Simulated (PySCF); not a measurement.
InF, SMILES [F][In] (connectivity only; charge and spin as stated), neutral, multiplicity 1.

The structure is a stationary point at r2SCAN-D4/def2-TZVP. The def2 effective core potentials stand for the cores of In; spin–orbit coupling is left out.

Two levels are set side by side: TDDFT-PBE/def2-TZVPD (PySCF) and TDDFT-M06-2X/def2-TZVPD (PySCF). Vertical, same geometry. The lowest singlet is HOMO→LUMO+1 97 % with PBE and HOMO→LUMO 98 % with the other functional; states are paired by order. Differences are taken from unrounded values.

```csv
quantity,TDDFT-M06-2X
lowest singlet excitation (eV),5.15
lowest triplet excitation (TDA) (eV),3.63
first bright state (f over 0.05) (eV),5.15
its oscillator strength,0.27
```

Question: What does TDDFT-PBE give, and how far is it from TDDFT-M06-2X? (Estimate from the structure and the level; the computed values follow.)

Answer: 
```csv
quantity,TDDFT-PBE,TDDFT-PBE minus TDDFT-M06-2X
lowest singlet excitation (eV),4.81,-0.34
lowest triplet excitation (TDA) (eV),3.75,0.12
first bright state (f over 0.05) (eV),4.81,-0.34
its oscillator strength,0.16,-0.12
```

Functionals without exact exchange tend to place singlet excitations lower, as here. Differences between two approximate levels are no errors against the true value.

Rough cost on one machine, each run with all the roots and properties that it gave: TDDFT-M06-2X against TDDFT-PBE about 8 times.
